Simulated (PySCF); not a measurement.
C3H7N, SMILES C/C=N\C.

Geometry optimised at r2SCAN-D4/def2-SVP. The structure was generated by enumeration; whether it is a known compound was not checked.

All values below come from TDDFT-PBE/def2-SVPD (PySCF).

Vertical excitations. Gas-phase values at a fixed geometry. State labels are in the subgroup Cs.

Computed lowest excited states:
| state | symmetry | energy (eV) | λ (nm) | f | main pairs |
|---|---|---|---|---|---|
| S1 | A" | 4.77 | 260 | 0.002 | HOMO→LUMO 100 % |
| S2 | A' | 5.56 | 223 | 0.017 | HOMO→LUMO+1 100 % |
| S3 | A' | 6.43 | 193 | 0.006 | HOMO→LUMO+2 99 % |
| S4 | A' | 6.54 | 190 | 0.000 | HOMO→LUMO+3 100 % |
| S5 | A" | 7.06 | 176 | 0.007 | HOMO−1→LUMO+1 100 % |
| S6 | A' | 7.38 | 168 | 0.289 | HOMO−1→LUMO 82 % |
| S7 | A' | 7.57 | 164 | 0.061 | HOMO→LUMO+4 98 % |
| S8 | A" | 7.63 | 163 | 0.005 | HOMO→LUMO+5 100 % |
| S9 | A" | 7.90 | 157 | 0.008 | HOMO−1→LUMO+2 100 % |
| S10 | A" | 8.04 | 154 | 0.002 | HOMO−1→LUMO+3 99 % |
| T1 | A" | 3.99 | 310 | 0 | HOMO→LUMO 100 % |
| T2 | A' | 4.90 | 253 | 0 | HOMO−1→LUMO 98 % |
| T3 | A' | 5.48 | 226 | 0 | HOMO→LUMO+1 100 % |
| T4 | A' | 6.29 | 197 | 0 | HOMO→LUMO+2 95 % |
Triplets are in the Tamm–Dancoff approximation, which puts them higher than full response would, so one can lie above its singlet here.
